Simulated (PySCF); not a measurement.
**Assigning NMR signals**

Numbering as in the mapped SMILES `[O:1]=[C:2]1[CH2:3][CH2:4][C:5](=[O:6])[NH:7]1`. Each H is labelled by its parent atom.

[PySCF: shieldings: GIAO B97-2/pcSseg-2; geometry from PBE0-D3(BJ)/def2-TZVP; gas phase; no relativistic terms; single conformer; fast rotation and ring inversion assumed for equivalent nuclei]

Shifts are taken against calculated references (same method and geometry level): 13C (σref 185.38) and 1H (σref 31.64) vs TMS.

(1) Assign these signals to the numbered atoms. 13C{1H} NMR (computed): δ 181.9 (C), 32.2 (CH2).

(2) Assign these signals to the numbered atoms. 1H NMR (300 MHz, computed): δ 6.92 (br, 1H), 2.54 (s, 4H).

## Answers

(1) 
```tsv
δ (ppm)	atoms	environment	reason
181.9	C2/C5	amide carbonyl carbon	lone-pair donation from the attached heteroatom keeps it upfield of a ketone carbonyl
32.2	C3/C4	sp3 CH2 α to a carbonyl	the adjacent C=O deshields it moderately
```

(2) 
6.92 → H(N7), hydrogen on an amide-type nitrogen: exchangeable, gas-phase position
2.54 → H(C3)/H(C4), hydrogen on an sp3 CH2 α to a carbonyl: α to C=O

The OH or NH signal is concentration- and solvent-dependent in practice; the value given is the gas-phase one. Shifts are as computed. Against solution values, carbons near 30 ppm lie about +3 ppm off and those near 130 ppm about +7 ppm. Of 1211 compounds with measured shifts, 218 miss one by over three times the rms of a fit or turn the order of signals round; such compounds aren't used in these exercises. The C=O carbon of an acid or of an amide with N–H lies up to 10 ppm further downfield in solution, through hydrogen bonding that the calculation lacks.
